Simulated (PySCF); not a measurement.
Isomers of C2H6Si. All species are isolated molecules in the gas phase. Strings in code marks are SMILES.

These are B3LYP-D3(BJ)/def2-TZVP in PySCF values and carry that method's errors. B3LYP has the VWN-RPA correlation part, as in Gaussian. Delta-SCF ions had no search for a lower state. Excitations are Tamm–Dancoff values on a coarser integration grid. The basis has no diffuse functions, so Rydberg states are missing or too high.

```json
[
 {"species": "`C1C[SiH2]1`", "T1 excitation (TDA) (eV)": "4.94", "brightest of the four lowest singlets (TDA) (eV)": "6.42", "HOMO–LUMO gap (eV)": "6.80", "HOMO (eV)": "-6.73", "vertical ionisation energy (Delta-SCF) (eV)": "[?]"},
 {"species": "`C=C[SiH3]`", "T1 excitation (TDA) (eV)": "4.32", "brightest of the four lowest singlets (TDA) (eV)": "7.47", "HOMO–LUMO gap (eV)": "7.07", "HOMO (eV)": "-7.76", "vertical ionisation energy (Delta-SCF) (eV)": "[?]"},
 {"species": "`C=[SiH]C`", "T1 excitation (TDA) (eV)": "2.90", "brightest of the four lowest singlets (TDA) (eV)": "[?]", "HOMO–LUMO gap (eV)": "5.18", "HOMO (eV)": "-6.02", "vertical ionisation energy (Delta-SCF) (eV)": "[?]"},
 {"species": "`CC=[SiH2]`", "T1 excitation (TDA) (eV)": "2.52", "brightest of the four lowest singlets (TDA) (eV)": "5.29", "HOMO–LUMO gap (eV)": "[?]", "HOMO (eV)": "-5.96", "vertical ionisation energy (Delta-SCF) (eV)": "8.24"}
]
```

### Question
Some entries are withheld; supply them.

### Answer

- `C1C[SiH2]1`, vertical ionisation energy (Delta-SCF) (eV): 9.16
- `C=C[SiH3]`, vertical ionisation energy (Delta-SCF) (eV): 10.17
- `C=[SiH]C`, brightest of the four lowest singlets (TDA) (eV): 5.66
- `C=[SiH]C`, vertical ionisation energy (Delta-SCF) (eV): 8.33
- `CC=[SiH2]`, HOMO–LUMO gap (eV): 4.75
